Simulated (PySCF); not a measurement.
A structure optimised at PBE0-D3(BJ)/def2-SVP, used in a PySCF frequency run:

```
N
B 1 1.4154
F 2 1.3396 1 118.40
O 2 1.3604 3 115.82 1 -180.00
H 4 0.9592 2 114.24 3 180.00
C 1 1.4359 2 124.26 3 -180.00
H 6 1.0998 1 111.69 2 0.00
H 6 1.1061 7 107.04 5 -122.64
H 6 1.1061 7 107.04 8 -114.72
C 1 1.4418 2 121.53 3 0.00
H 10 1.0963 1 110.00 2 0.00
H 10 1.1059 11 108.25 1 -121.96
H 10 1.1059 11 108.25 12 -116.08
```

Problem. Write its SMILES, formula and point group.

Solution. CN(C)B(O)F, C2H7BFNO, Cs

Problem. What are its rotational constants (standard atomic weights)?

Solution. 4.9032, 3.1514, 1.9662 GHz
